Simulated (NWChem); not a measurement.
System: ZnHCl; SMILES [Cl][ZnH]

Here is an NWChem input.

```
start job
memory heap 200 mb stack 900 mb global 1100 mb
geometry units angstroms
  Zn    -0.394122    -0.172024    -0.555192
  H     -1.226436    -0.535026    -1.727375
  Cl     0.762004     0.332586     1.073410
end
basis spherical
  * library def2-svp
end
dft
  xc xpbe96 cpbe96
  disp vdw 4
  iterations 150
end
driver
  maxiter 120
end
task dft optimize
task dft freq
```

The level has its own optimisation; frequencies are unscaled.

### Question
Give the results of this calculation. (PBE-D3(BJ)/def2-SVP.) Quantities: r H–Zn (Å); r Cl–Zn (Å); highest harmonic frequency (cm⁻¹); lowest (cm⁻¹); zero-point energy (kcal/mol); dipole (D).

### Answer
The r H–Zn (Å) is 1.526. The r Cl–Zn (Å) comes out as 2.116 and the highest harmonic frequency (cm⁻¹) comes out as 1885. The lowest (cm⁻¹) is 422, the zero-point energy (kcal/mol) comes out as 4.5 and the dipole (D) is 1.77.
